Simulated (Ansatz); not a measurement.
`C[O][GeH][OH]` radical, 9 atoms. Total charge 0; spin multiplicity 2. Correlated methods include outer-core shells of Ge, which these sets cover unevenly. Scalar relativity is left out up to krypton. All runs use 4 threads of a server CPU on a shared host. Correlated methods freeze the cores. Open-shell runs search over several starts.

Task: Give the basis size and wall time and peak host memory of each of these runs in Ansatz. UKS B2PLYP (frozen core)/def2-TZVPP energy; direct RPA on PBE orbitals/def2-TZVPP energy; UHF-CCSD(T)/def2-SVP energy; UKS PBE0-D4/def2-TZVP frequencies; UKS PBE0-D4/def2-SVP energy; UHF-CCSD(T)/def2-TZVPP energy; UKS PBE0-D4/def2-TZVP relaxation (11 steps); UHF-MP2/def2-QZVPP energy; UKS PBE0-D4/def2-TZVPP energy; UKS ωB97M-V/def2-QZVPP energy; UKS revPBE-D4/def2-TZVPP energy; UKS ωB97M-V/def2-SVP energy. (Estimate.)

Result: The calculation gave: Other jobs shared the machine, so times are rough.

```
                                level                    job  functions  wall time  peak host memory (GiB)
                 UKS PBE0-D4/def2-SVP                 energy         99      1.3 s                     0.3
             UKS revPBE-D4/def2-TZVPP                 energy        211      2.3 s                    0.31
               UKS PBE0-D4/def2-TZVPP                 energy        211      3.4 s                    0.68
                 UKS ωB97M-V/def2-SVP                 energy         99      4.4 s                    0.49
direct RPA on PBE orbitals/def2-TZVPP                 energy        211      5.5 s                    0.64
  UKS B2PLYP (frozen core)/def2-TZVPP                 energy        211      5.5 s                    0.68
                 UHF-CCSD(T)/def2-SVP                 energy         99       13 s                    0.91
                   UHF-MP2/def2-QZVPP                 energy        410       19 s                     2.2
               UKS ωB97M-V/def2-QZVPP                 energy        410       21 s                     2.2
                UKS PBE0-D4/def2-TZVP  relaxation (11 steps)        171       31 s                    0.54
                UKS PBE0-D4/def2-TZVP            frequencies        171       87 s                    0.55
               UHF-CCSD(T)/def2-TZVPP                 energy        211    4.3 min                     8.4
```
